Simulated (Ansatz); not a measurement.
Stepwise reaction of `[CH3][Ge]([CH3])([Cl])[Cl]` with ammonia, as a gas-phase model of exchange steps in deposition or etching. ΔE in kJ/mol; ΔG adds harmonic PBE0-D4 terms to CCSD(T)/CBS, at 1 bar.

Program: Ansatz. Geometries: PBE0-D4/def2-TZVP. ΔE: electronic, gas phase. CCSD(T)/CBS is the MP2 limit (def2-TZVPP, def2-QZVPP) plus CCSD(T) − MP2 in def2-TZVPP, frozen cores. This one scheme is used for every species. DFT in def2-TZVPP. B3LYP here is the variant with VWN-RPA as its local correlation; programs differ in this. For Ge outer-core shells are correlated without core-valence functions, which leaves a few kJ/mol of doubt a bond. Scalar relativity is left out up to krypton. Each species was taken in one conformer, which may not be the lowest.

| step | reaction | PBE-D4 | B3LYP-D4 | ωB97M-V | CCSD(T)/CBS | ΔG(600 K) |
| --- | --- | --- | --- | --- | --- | --- |
| 1 | `[CH3][Ge]([CH3])([Cl])[Cl]` + NH₃ → `[CH3][Ge]([NH2])([Cl])[Cl]` + CH₄ | -12.5 | -17.1 | -15.3 | -14.1 | -19.4 |
| 2 | `[CH3][Ge]([NH2])([Cl])[Cl]` + NH₃ → `[NH2][Ge]([NH2])([Cl])[Cl]` + CH₄ | -32.5 | -36.0 | -33.3 | -31.1 | -12.4 |

Problem. By hand: ΔE of the 2 steps together at CCSD(T)/CBS.

Solution. (-14.1) + (-31.1) = -45.2 kJ/mol, or -22.6 kJ/mol a step.

In ΔE each step is lower than the one before. All are downhill at CCSD(T)/CBS. ΔG lies between -19.4 and -12.4 kJ/mol a step. PBE-D4 differs from CCSD(T)/CBS by -1.4 to 1.6 kJ/mol a step. Only this route is followed, and other bonds may react first. Isolated molecules leave out the surface, adducts and barriers. Largest T1 diagnostic: 0.010.
